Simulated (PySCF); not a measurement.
Bonds (- single, = double, # triple, : aromatic): B1-O2, O2-C3, C3=C4, C4-C5, C5-C6, C6-C7, C7-C8, C5=O9, O9-B1, C8-C6. B1 carries H10, H11; C3 carries H12; C4 carries H13; C6 carries H14; C7 carries H15, H16; C8 carries H17, H18. Formal charges: B1 -1, O9 +1. H15, H17 are cis to C5 on the ring; H16, H18 are trans to C5 on the ring.

PySCF 2.14.0 with density-fitted response routines calculation with PBE0-D3(BJ)/def2-SVP structure and shielding tensors at PBE0/pcSseg-1 (GIAO); single conformer, no relativistic terms, averaged over atoms made equivalent by symmetry, fast rotation or ring inversion, no solvent.

Scale: TMS for 13C (184.41 ppm) and 1H (31.27 ppm); 11B (100.73 ppm) against BF3·OEt2; H2O for 17O (334.56 ppm) (reference shieldings calculated alike).

```json
{"atoms": "C3", "nucleus": "13C", "count": "1", "δ (ppm)": "182.9"}
{"atoms": "C4", "nucleus": "13C", "count": "1", "δ (ppm)": "?"}
{"atoms": "H13", "nucleus": "1H", "count": "1", "δ (ppm)": "5.68"}
{"atoms": "O2", "nucleus": "17O", "count": "1", "δ (ppm)": "273.1"}
{"atoms": "O9", "nucleus": "17O", "count": "1", "δ (ppm)": "253.7"}
{"atoms": "H15/H17", "nucleus": "1H", "count": "2", "δ (ppm)": "?"}
{"atoms": "C5", "nucleus": "13C", "count": "1", "δ (ppm)": "201.4"}
{"atoms": "C7/C8", "nucleus": "13C", "count": "2", "δ (ppm)": "15.6"}
{"atoms": "B1", "nucleus": "11B", "count": "1", "δ (ppm)": "-0.4"}
{"atoms": "H12", "nucleus": "1H", "count": "1", "δ (ppm)": "7.56"}
{"atoms": "H14", "nucleus": "1H", "count": "1", "δ (ppm)": "?"}
{"atoms": "H10/H11", "nucleus": "1H", "count": "2", "δ (ppm)": "3.67"}
{"atoms": "H16/H18", "nucleus": "1H", "count": "2", "δ (ppm)": "1.05"}
{"atoms": "C6", "nucleus": "13C", "count": "1", "δ (ppm)": "?"}
```

Question: Estimate the values marked ?.

Answer: 
- C4: 105.7 ppm, β carbon of an enol-ether or enamine type C=C; the O or N lone pair pushes π density onto this β carbon and shields it
- C6: 20.2 ppm, three-membered-ring carbon; carbons of three-membered rings are unusually shielded
- H15/H17: 1.40 ppm, hydrogen on a three-membered-ring carbon; cyclopropane-type protons are shielded by the ring
- H14: 1.31 ppm, hydrogen on a three-membered-ring carbon; cyclopropane-type protons are shielded by the ring

Hydrogens on boron are broadened and split by 11B (spin 3/2, 80 %) and 10B (spin 3). Shifts are as computed. Against solution values, carbons near 30 ppm lie about +2 ppm off and those near 130 ppm about +5 ppm. Of 1211 compounds with measured shifts, 218 miss one by over three times the rms of a fit or turn the order of signals round; such compounds aren't used in these exercises. Unscaled 17O shifts of doubly bonded oxygen tend to come out too high, by tens of ppm or more. Experimental scales use liquid or dissolved standards, which lie at an offset from isolated H2O (liquid H2O: subtract about 36 ppm).
